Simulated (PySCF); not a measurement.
# Correlation energy of As⁻ (arsenic, charge -1)

[Ar] 3d10 4s2 4p4, high-spin 3P determinant. All numbers are calculated (PySCF 2.14, the spin-free X2C one-electron Hamiltonian (Gaussian nucleus), in aug-cc-pVDZ-DK (6s5p3d, 36 functions)). Frozen: [Ar] 3d10; 6 electrons correlated.

```json
{"level": "CCSD", "correlation energy (mhartree)": "-95.22"}
{"level": "(T)", "correlation energy (mhartree)": "-2.74"}
{"level": "CCSD(T)", "correlation energy (mhartree)": "-97.96"}
{"level": "CCSDT", "correlation energy (mhartree)": "-98.65"}
```

Diagnostics: T1 = 0.014, D1 = 0.0251, largest double amplitude 0.064.

Cost of the coupled-cluster step: of the order of 0.6 core-seconds, for 6 correlated electrons.

Iterations:

```
CC2 = 0
CCSD nocc = (np.int64(4), np.int64(2)), nmo = (22, 22)
frozen orbitals [[0, 1, 2, 3, 4, 5, 6, 7, 8, 9, 10, 11, 12, 13], [0, 1, 2, 3, 4, 5, 6, 7, 8, 9, 10, 11, 12, 13]]
max_cycle = 100
direct = 0
conv_tol = 1e-08
conv_tol_normt = 1e-06
diis_space = 8
diis_start_cycle = 0
Init t2, MP2 energy = -0.0782956526835574
Init E_corr(UCCSD) = -0.078295652684524
cycle = 1  E_corr(UCCSD) = -0.0910058775597505  dE = -0.0127102249  norm(t1,t2) = 0.0498372
cycle = 2  E_corr(UCCSD) = -0.0937471064175842  dE = -0.00274122886  norm(t1,t2) = 0.0189329
cycle = 3  E_corr(UCCSD) = -0.0952592627969863  dE = -0.00151215638  norm(t1,t2) = 0.00992494
cycle = 4  E_corr(UCCSD) = -0.0951821391497878  dE = 7.71236472e-05  norm(t1,t2) = 0.00356695
cycle = 5  E_corr(UCCSD) = -0.0952034015899052  dE = -2.12624401e-05  norm(t1,t2) = 0.00171883
cycle = 6  E_corr(UCCSD) = -0.0952190061848973  dE = -1.5604595e-05  norm(t1,t2) = 0.000634389
cycle = 7  E_corr(UCCSD) = -0.0952219102941022  dE = -2.9041092e-06  norm(t1,t2) = 0.000240498
cycle = 8  E_corr(UCCSD) = -0.0952228149099378  dE = -9.04615836e-07  norm(t1,t2) = 7.55666e-05
cycle = 9  E_corr(UCCSD) = -0.0952221794555278  dE = 6.3545441e-07  norm(t1,t2) = 1.98962e-05
cycle = 10  E_corr(UCCSD) = -0.0952223119767376  dE = -1.3252121e-07  norm(t1,t2) = 5.83565e-06
cycle = 11  E_corr(UCCSD) = -0.0952223426190316  dE = -3.0642294e-08  norm(t1,t2) = 1.77216e-06
cycle = 12  E_corr(UCCSD) = -0.0952223007363563  dE = 4.18826753e-08  norm(t1,t2) = 5.98228e-07
cycle = 13  E_corr(UCCSD) = -0.0952222963180167  dE = 4.41833957e-09  norm(t1,t2) = 2.03673e-07
UCCSD converged
E(UCCSD) = -2259.000621706135  E_corr = -0.09522229631801669
UCCSD(T) correction = -0.00273714715975916
```
